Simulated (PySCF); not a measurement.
Job file and geometry (Å, from GFN2-xTB) of an NMR shielding run on `[SiH2]([Si@@H](C)[SiH2]O[SiH3])S[SiH3]`, CH14OSSi5, GIAO PBE0/pcSseg-1 NMR shielding, non-relativistic, gas phase in PySCF; density fitting, a coarse starting grid and PySCF grid level 2 are the driver's defaults:

```
$ OMP_NUM_THREADS=1 python probes_run.py task.json out

{"job": {"kind": "nmr", "xc": "PBE0", "basis": "pcSseg-1"}, "charge": 0, "multiplicity": 1}
C     -0.635493    -3.106332     0.152855
Si    -0.029812    -1.672391    -0.960027
Si    -1.834651    -0.421781    -1.734803
O     -2.203971     0.665474    -0.583455
Si    -2.132364     1.631697     0.707833
Si     1.522428    -0.527897     0.333610
S      1.928556     1.281852    -0.796187
Si     2.894730     2.557911     0.609902
H     -1.203111    -2.731689     1.000491
H     -1.286609    -3.783012    -0.391619
H      0.192011    -3.691548     0.544209
H      0.664266    -2.321487    -2.097245
H     -1.598732     0.380044    -2.937311
H     -3.095722    -1.158410    -1.901418
H     -2.005995     0.756523     1.877670
H     -3.392162     2.372040     0.711369
H     -0.963471     2.498186     0.566967
H      1.063025    -0.070170     1.650749
H      2.849811    -1.099164     0.597760
H      4.077126     1.885447     1.136220
H      3.224062     3.731795    -0.177886
H      1.955667     2.842299     1.689468
```

Task: What does the program print?

Result: 
```
coarse grid: 20600 points
cycle   1  E = -1966.3519655370  dE =  3.505e-01  |g| = 8.494e-01  |ddm| = 4.250e+00
cycle   2  E = -1966.1109495785  dE =  2.410e-01  |g| = 1.389e+00  |ddm| = 2.093e+00
cycle   3  E = -1966.4889438489  dE = -3.780e-01  |g| = 1.283e-01  |ddm| = 1.522e+00
cycle   4  E = -1966.4918108775  dE = -2.867e-03  |g| = 5.683e-02  |ddm| = 1.860e-01
cycle   5  E = -1966.4926204416  dE = -8.096e-04  |g| = 7.438e-03  |ddm| = 6.447e-02
cycle   6  E = -1966.4926323450  dE = -1.190e-05  |g| = 2.109e-03  |ddm| = 1.161e-02
cycle   7  E = -1966.4926334715  dE = -1.127e-06  |g| = 6.346e-04  |ddm| = 3.339e-03
final grid: 169000 points
cycle   8  E = -1966.5478484466  dE = -2.395e-05  |g| = 8.355e-03  |ddm| = 2.703e-02
cycle   9  E = -1966.5478346573  dE =  1.379e-05  |g| = 1.170e-02  |ddm| = 1.688e-02
cycle  10  E = -1966.5478617926  dE = -2.714e-05  |g| = 1.078e-03  |ddm| = 1.052e-02
cycle  11  E = -1966.5478619971  dE = -2.045e-07  |g| = 2.605e-04  |ddm| = 1.196e-03
cycle  12  E = -1966.5478620147  dE = -1.760e-08  |g| = 5.243e-05  |ddm| = 3.817e-04
cycle  13  E = -1966.5478620155  dE = -8.267e-10  |g| = 1.167e-05  |ddm| = 9.419e-05
converged SCF energy = -1966.5478620155

GIAO shielding tensors (ppm)
atom      isotropic    diamagn.    paramagn.     s11        s22        s33       span
  0 C      195.485     253.083     -57.598    189.463    197.468    199.524     10.061
  1 Si     432.312     883.494    -451.182    398.939    425.459    472.539     73.600
  2 Si     371.806     879.859    -508.053    317.860    352.999    444.560    126.700
  3 O      347.738     401.059     -53.321    244.162    396.054    402.998    158.836
  4 Si     392.487     880.799    -488.312    351.791    361.475    464.196    112.404
  5 Si     400.669     883.110    -482.440    365.584    375.341    461.083     95.499
  6 S      855.732    1063.261    -207.529    827.166    843.933    896.098     68.932
  7 Si     403.069     880.478    -477.408    362.506    387.827    458.875     96.369
  8 H       31.416      32.874      -1.457     26.590     29.848     37.810     11.220
  9 H       31.362      29.057       2.305     26.160     27.971     39.956     13.796
 10 H       31.405      30.286       1.119     25.932     29.245     39.039     13.107
 11 H       27.676      31.037      -3.361     24.052     26.049     32.926      8.874
 12 H       25.939      29.446      -3.507     23.097     24.173     30.546      7.449
 13 H       25.977      28.603      -2.626     22.234     24.676     31.020      8.787
 14 H       26.631      32.038      -5.408     23.860     25.447     30.584      6.724
 15 H       26.633      28.639      -2.006     22.758     24.689     32.450      9.692
 16 H       26.518      32.391      -5.872     22.063     27.283     30.210      8.146
 17 H       26.981      33.819      -6.838     23.927     26.142     30.873      6.946
 18 H       26.658      31.327      -4.669     21.991     25.534     32.449     10.457
 19 H       27.123      28.963      -1.840     23.078     25.026     33.264     10.187
 20 H       26.999      29.039      -2.040     22.764     24.439     33.795     11.030
 21 H       27.119      30.196      -3.077     22.748     26.154     32.455      9.708
```

Size and cost of the density-fitted run: 248 basis functions, 50 s wall time on 1 thread of an Arm Neoverse V2, shared host; peak memory 1.2 GiB.
